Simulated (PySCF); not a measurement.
A structure optimised at B3LYP-D3(BJ)/def2-SVP, used in a PySCF frequency run:

```
Si
F 1 1.6480
N 1 1.7211 2 112.52
H 3 1.0154 1 120.84 2 70.29
H 3 1.0165 4 110.90 1 150.23
C 1 1.8698 2 106.33 3 -119.33
H 6 1.1012 1 111.05 2 -176.14
H 6 1.1012 7 108.51 1 -122.03
H 6 1.1032 7 108.26 8 -116.49
Si 1 2.3443 2 105.96 3 117.77
H 10 1.4932 1 111.34 2 49.21
H 10 1.4946 11 108.28 1 -121.40
H 10 1.4952 11 108.42 12 -117.11
```
Charge 0, spin multiplicity 1.

Task: Write its SMILES and formula.

Result: C[Si@@](N)(F)[SiH3], CH8FNSi2

Task: What are its rotational constants (standard atomic weights)?

Result: 3.3926, 1.9740, 1.9456 GHz
